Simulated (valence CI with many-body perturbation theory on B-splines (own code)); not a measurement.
# Basis-set convergence for Au LXXIV

Computed by relativistic CI+MBPT: four valence electrons over a frozen Dirac-Fock core [He], radial functions for each j: 9 s, 9 p, 8 d, 6 f, 3 g, 1 h, with the one-electron correlation potential Σ1, the two-electron term Σ2, the three-electron term Σ3, Breit, model QED; selected CI, second order for the rest, scaled by the run's own slope (own B-spline code, finite nucleus).

The last digits are not significant, and no measured levels were compared; by estimate large intervals hold to a few tenths of a per cent, small ones and those within an open d or f shell to about a per cent.

The reference run has the lowest level (2s^2 2p1/2^2) J=0 and an ionisation energy of 21474.2 eV. Its largest variational space holds 20000 state functions.

Levels are named by their leading jj configuration (3d3/2^4 stands for four electrons in 3d with j = 3/2), which in mixed levels can hold well under half, so a name can repeat and another be missing. Letters in brackets count levels of one name in rising energy.

Changed runs:
A. basis 6 s, 6 p, 5 d, 3 f, 1 g
B. basis 5 s, 5 p, 4 d, 2 f

Excitation energies of the reference run in Ry, and shifts in cm⁻¹:

| Level | Reference | A | B |
| --- | --- | --- | --- |
| (2s^2 2p1/2 2p3/2) J=1 | 140.83 | +116 | -137 |
| (2s^2 2p1/2 2p3/2) J=2 | 142.16 | +293 | +278 |
| (2s 2p1/2^2 2p3/2) J=2 | 165.62 | +19 | -426 |
| (2s 2p1/2^2 2p3/2) J=1 | 172.69 | +84 | -32 |
| (2s^2 2p3/2^2) J=2 | 285.12 | +264 | +2.6 |
| (2s^2 2p3/2^2) J=0 | 290.22 | +170 | +126 |
| (2s 2p1/2 2p3/2^2) J=2 [a] | 304.18 | -18 | -798 |
| (2s 2p1/2 2p3/2^2) J=3 | 307.55 | +349 | -43 |
| (2s 2p1/2 2p3/2^2) J=0 | 312.79 | -55 | -407 |
| (2s 2p1/2 2p3/2^2) J=1 [a] | 314.61 | +204 | -120 |
| (2s 2p1/2 2p3/2^2) J=2 [b] | 315.22 | +348 | +269 |
| (2s 2p1/2 2p3/2^2) J=1 [b] | 315.60 | +177 | -32 |
| Ionisation energy (eV) | 21474.2 | +0.027 | -0.066 |
